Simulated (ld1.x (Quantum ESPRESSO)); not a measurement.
## iron (Fe): one change to a TM potential, before and after

| Item | Value |
| --- | --- |
| Element | iron |
| Generator | ld1.x (Quantum ESPRESSO) 7.5 |
| Type | norm-conserving Troullier–Martins (Kleinman–Bylander form) |
| Functional | PBE |
| Relativity | non-relativistic |
| Frozen core | [Ne] 3s2 |
| Valence charge | 14 |
| Reference configuration | 3p6 3d7 4s1 4p0 |
| Partial waves | 4s (bound): rc 1.80 bohr; 3p (bound): rc 1.00 bohr; 3d (bound): rc 0.95 bohr |
| Local potential | all-electron potential smoothed inside 1.30 bohr (lloc = -1) |
| Core correction | a·sin(br)/r model core inside 0.55 bohr |

All-electron outer shells of the reference configuration (PBE, non-relativistic, ld1.x):

```
shell  level (eV)  outermost node (bohr)  outermost maximum (bohr)
   3s      -87.27                   0.33                      0.71
   3p      -55.08                   0.30                      0.72
   4s       -4.13                   1.02                      2.56
   3d       -3.93                      –                      0.72
   4p       -0.87                   1.13                      3.83
```

Change: wave 4s (bound): rc 1.80 bohr becomes 4s (bound): rc 1.94 bohr.

Cutoffs: the cutoffs (Ry, on a coarse ladder) from which the occupation-weighted sum of valence levels, in a spherical-Bessel basis at the reference potential, stays within 10 and 1 mRy of its value at 400 Ry; they do not see the model core or the augmentation charge, which bear on the density cutoff. Errors are all-electron minus pseudo energies relative to the spin-unpolarised reference configuration.

Task: How do hardness, ghosts and transferability respond?

Result: The potential gets neither clearly harder nor softer (200 Ry and 300 Ry → 200 Ry and 300 Ry); both files keep a bound ghost (s); of the 7 tests that both files solve, the error grows in 2 and shrinks in 1 by more than 15 % and 0.3 meV (median size 23.5 → 23.1 meV).

| quantity | base | changed |
| --- | --- | --- |
| cutoff, loose | 200 Ry | 200 Ry |
| cutoff, tight | 300 Ry | 300 Ry |
| loose cutoff by channel (10 mRy a level) | s 18 Ry, p 55 Ry, d 180 Ry | s 12 Ry, p 55 Ry, d 180 Ry |
| bound ghosts | s | s |
| error for 3p6 3d6 4s2 4p0, meV [ΔE 1.09 eV] | -51 | -58 |
| error for 3p6 3d6 4s1 4p0, meV [ΔE 9.69 eV] | -24 | -23 |
| error for 3p6 3d6 4s0 4p0, meV [ΔE 25.68 eV] | -1.3 | +2.7 |
| error for 3p6 3d6 4s0 4p2, meV [ΔE 9.27 eV] | -13 | -8.1 |
| error for 3p6 3d7 4s0 4p0, meV [ΔE 7.26 eV] | -10 | -12 |
| error for 3p6 3d6 4s1.5 4p0, meV [ΔE 4.52 eV] | -38 | -41 |
| error for 3p6 3d5 4s2 4p0, meV [ΔE 15.62 eV] | -261 | -273 |

 A true bound ghost makes a file unfit for plane-wave use even where its test errors are small: the radial tests pick states by their node count and pass the ghost by.
